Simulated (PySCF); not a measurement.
[Cr(H2O)6]3+ holds Cr(III), d3, at total charge +3. The structure is a model geometry with rigid ligands and bond lengths from ionic radii and bond length changed to 1.09 of its base value, not a minimum; coordination octahedral, point group Th, metal–donor distances 2.15 Å.

```
19

Cr    0.0000    0.0000    0.0000
O     0.0000    0.0000    2.1528
H     0.7750    0.0000    2.7278
H    -0.7750    0.0000    2.7278
O     0.0000    0.0000   -2.1528
H     0.7750    0.0000   -2.7278
H    -0.7750    0.0000   -2.7278
O     2.1528    0.0000    0.0000
H     2.7278    0.7750    0.0000
H     2.7278   -0.7750    0.0000
O    -2.1528    0.0000    0.0000
H    -2.7278    0.7750    0.0000
H    -2.7278   -0.7750    0.0000
O     0.0000    2.1528    0.0000
H     0.0000    2.7278    0.7750
H     0.0000    2.7278   -0.7750
O     0.0000   -2.1528    0.0000
H     0.0000   -2.7278    0.7750
H     0.0000   -2.7278   -0.7750
```

Method (PySCF 2.14, density fitting): CASSCF(3,5) with orbitals averaged over all microstates of the shell, strongly contracted NEVPT2 on the averaged canonical orbitals; basis x2c-TZVPall on the metal, x2c-SVPall elsewhere; spin-free X2C; gas phase; spin-orbit coupling by state interaction with the mean-field operator over all roots.

Question: Which term lies lowest, and with what spin?

Answer: 4Ag (S = 3/2, orbital degeneracy 1), with 3.0 electrons in the lower (t2g-type) set and 0.0 in the upper (eg-type) set, by NEVPT2.

Question: Where do the spin-allowed transitions within the shell lie?

Answer: By NEVPT2: 4Tg at 11230 cm⁻¹ (890 nm); 4Tg at 18134 cm⁻¹ (551 nm); 4Tg at 28529 cm⁻¹ (351 nm). All are electric-dipole forbidden at this geometry.

Question: Which is the lowest state of another spin?

Answer: 2Eg at 17666 cm⁻¹ by NEVPT2; CASSCF alone puts it at 19317 cm⁻¹ above the same ground state.

Question: Give the fitted ligand-field and repulsion parameters.

Answer: At CASSCF level (the NEVPT2 levels don't fit a ligand-field model well): orbital energies 0, 0, 0, 9355, 9355 cm⁻¹; 10Dq = 9355 cm⁻¹; B = 1076 cm⁻¹; C = 4032 cm⁻¹; B over its free-ion value at the same level 0.931; rms of the fit 74 cm⁻¹; ζ = 265 cm⁻¹ (free ion 278).

Question: What are the magnetic parameters?

Answer: The ground multiplet follows a spin Hamiltonian with S = 3/2, g = 1.944, 1.944, 1.944, D = 0 (spin-orbit part alone); the lowest levels hold 100 % of the spin-free ground state. μeff is 3.81 μB at 300 K and 3.77 μB at 10 K; the spin-only value is 3.88 μB.

NEVPT2 lifts 4Tg from 9494 to 11230 cm⁻¹; on the d shell alone it tends to overshoot states that fill the eg-type orbitals. NEVPT2 on the d shell alone tends to put d–d bands too high for such charged or covalently bound ions.

The job took 16 s on one thread of Intel Xeon Platinum 8488C (shared host), with 192 basis functions, launched as `OMP_NUM_THREADS=1 python lf_run.py task.json out`.
